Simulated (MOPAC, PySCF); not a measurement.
H$_{6}$Si$_{4}$, SMILES `[SiH2]=[SiH][SiH]=[SiH2]` (Si–Si–Si–Si torsion 64°), neutral singlet in the gas phase. 

Z-matrix (Å, degrees):
```
Si
H 1 1.4838
Si 1 2.1536 2 119.25
H 3 1.4813 1 118.93 2 175.56
H 3 1.4833 4 113.74 1 -156.86
Si 1 2.2672 2 120.77 3 154.66
H 6 1.4840 1 120.79 2 -14.99
Si 6 2.1534 7 119.25 1 -154.69
H 8 1.4814 6 118.93 7 175.55
H 8 1.4833 9 113.75 6 -156.87
```
Charge 0, spin multiplicity 1.

All levels are single points at this geometry (PBE0-D3(BJ)/def2-TZVP); Pople sets use spherical d functions. Orbital energies aren't observables, and empty levels follow the basis.

```
level                           HOMO (eV)  LUMO (eV)  gap (eV)  dipole (D)  vertical IE, Delta-SCF (eV)
------------------------------  ---------  ---------  --------  ----------  ---------------------------
PBE0-D3(BJ)/def2-TZVP in PySCF      -5.70      -2.58      3.13        0.12                            –
B3LYP/LANL2DZ in PySCF              -5.65      -2.70      2.96        0.04                            –
BP86/6-31G* in PySCF                -5.03      -3.20      1.83        0.08                            –
PBE/6-31G* in PySCF                 -4.95      -3.12      1.83        0.09                         7.20
SVWN5/6-31G* in PySCF               -5.03      -3.22      1.81        0.08                         7.35
HF/3-21G in PySCF                   -7.12       0.07      7.19        0.17                            –
AM1 in MOPAC                        -8.19      -2.41      5.79        0.52                            –
PM3 in MOPAC                        -7.52      -2.27      5.24        0.36                            –
PM7 in MOPAC                        -7.94      -2.22      5.72        0.73                            –
```
